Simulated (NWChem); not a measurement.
Molecule: CH₃CoFO, quartet; SMILES [F][Co][O]C

```xyz
7

Co    -0.0090    -0.5056     0.0002
F      0.0200    -2.2398    -0.0002
O     -0.0279     1.1909    -0.0010
C      0.0266     2.5638     0.0004
H      0.1167     2.9627     1.0285
H      0.8942     2.9340    -0.5779
H     -0.8845     3.0030    -0.4481
```
Atoms are numbered in this order, from 1.

Computed with NWChem. Spin-unrestricted. Geometry: optimised at PBE0/def2-SVP, spin-unrestricted. No frequency run checked for a minimum. This spin state was assumed; another may lie lower. No stability test was run on the SCF state. Level MN15/def2-SVP: energy and gradient on several grids; changes count from the extra-fine grid, which is no exact limit either.

```tsv
grid	size of the energy change (μHa)	largest change of a gradient component (μHa/bohr)	time, medium = 1 (rough)
xcoarse	20000	7000	about 1
coarse	600	700	about 1
medium	20	200	about 1
fine	< 10	< 30	about 1
xfine	< 10	< 30	2
```
